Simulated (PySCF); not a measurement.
Values are calculated unless marked as measured or tabulated.
CH6ClSi2

The system: CH6ClSi2, a small molecule (built as: C site whose three back bonds go to SiH3, SiH3, Cl); neutral, doublet. The structure, one conformer, was relaxed in the gas phase by PBE0-D3(BJ)/def2-SVP. No frequency run checks that it is a minimum.

SMILES: [SiH3][C]([SiH3])Cl

```tsv
atom	x (Å)	y (Å)	z (Å)
C1	-0.049	0.595	-0.302
Si2	1.706	-0.038	-0.194
Si3	-1.628	-0.170	0.341
Cl4	-0.238	2.113	-1.109
H5	1.699	-1.351	0.515
H6	2.275	-0.207	-1.566
H7	2.557	0.937	0.555
H8	-2.289	0.757	1.310
H9	-1.294	-1.458	1.019
H10	-2.573	-0.425	-0.790
```

EPR values by unrestricted B3LYP, IGLO-III on C Cl Si, pcH-1 on H.

(1) Predict g and the largest hyperfine couplings. Where does the spin sit?

(2) How do the isotropic couplings move with BHandHLYP?

Answers

(1) g = 2.0016, 2.0107, 2.0122. The spin sits on C1 (81 %, bonded to 1 Cl + 2 Si) by Mulliken populations.
```tsv
atom	isotope	isotropic (MHz)	dipolar, principal values (MHz)
C1	13C	78.6	-68.3, -67.0, 135.3
Cl4	35Cl	6.3	-31.4, -23.4, 54.9
H7	1H	54.8	-2.8, -1.9, 4.8
H10	1H	54.7	-2.8, -1.9, 4.8
H8	1H	53.4	-2.8, -1.9, 4.8
H6	1H	53.3	-2.8, -2.0, 4.8
```

(2) C1 78.6 to 107.9 MHz, Cl4 6.3 to 10.6 MHz, H7 54.8 to 51.0 MHz, H10 54.7 to 50.9 MHz.
